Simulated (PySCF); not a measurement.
SMILES [CH3][Al]([CH3])[O][SiH2]OB(O)O, GFN2-xTB optimised geometry.

```
19

B     -0.91    -1.03    -2.60
O     -0.22    -0.04    -3.22
O     -1.55    -1.97    -3.36
O     -0.96    -1.09    -1.26
Si    -0.42    -0.23     0.00
O     -0.92    -1.02     1.32
Al    -1.44    -1.88     2.68
C     -3.32    -2.55     2.65
C     -0.05    -2.10     4.09
H     -0.25    -0.10    -4.18
H     -2.02    -2.63    -2.85
H     -1.05     1.09     0.00
H      1.05    -0.23     0.00
H     -3.62    -3.04     3.58
H     -3.47    -3.27     1.84
H     -4.02    -1.73     2.47
H      0.82    -2.65     3.72
H      0.33    -1.12     4.41
H     -0.41    -2.62     4.98
```

Density from B3LYP/def2-SVP (PySCF) at that geometry.

Minimum of the electron density along straight lines between bonded atoms, close to the bond critical point (lines longer than 1.1 times the sum of covalent radii, or with two minima, are not listed):

```
bond     length / Å  ρ at the minimum / e bohr⁻³  ∇²ρ there / e bohr⁻⁵  position (fraction from the first atom)
-------  ----------  ---------------------------  --------------------  ---------------------------------------
B1–O2         1.358                        0.207                  1.06                                     0.33
B1–O3         1.364                        0.203                  1.07                                     0.33
B1–O4         1.343                        0.208                   ___                                     0.33
O4–Si5        1.621                        0.128                  1.09                                     0.59
Si5–O6        1.620                        0.129                  1.09                                     0.41
O6–Al7        1.690                        0.096                  0.91                                     0.57
Al7–C8        1.995                        0.079                  0.30                                     0.40
Al7–C9        1.994                        0.079                  0.30                                     0.40
O2–H10        0.958                        0.357                 -2.38                                     0.81
O3–H11        0.956                        0.358                 -2.39                                     0.81
Si5–H12       1.462                        0.120                  0.34                                     0.49
Si5–H13       1.461                        0.120                  0.34                                     0.49
C8–H14        1.092                        0.268                 -0.93                                     0.62
C8–H15        1.094                        0.265                 -0.91                                     0.62
C8–H16        1.095                        0.265                 -0.92                                     0.62
C9–H17        1.094                        0.265                 -0.92                                     0.62
C9–H18        1.094                        0.265                 -0.92                                     0.62
C9–H19        1.091                        0.268                 -0.94                                     0.62
```

**Question.** What belongs in the gaps?

**Answer.** 
- B1–O4, ∇²ρ there / e bohr⁻⁵: 1.17
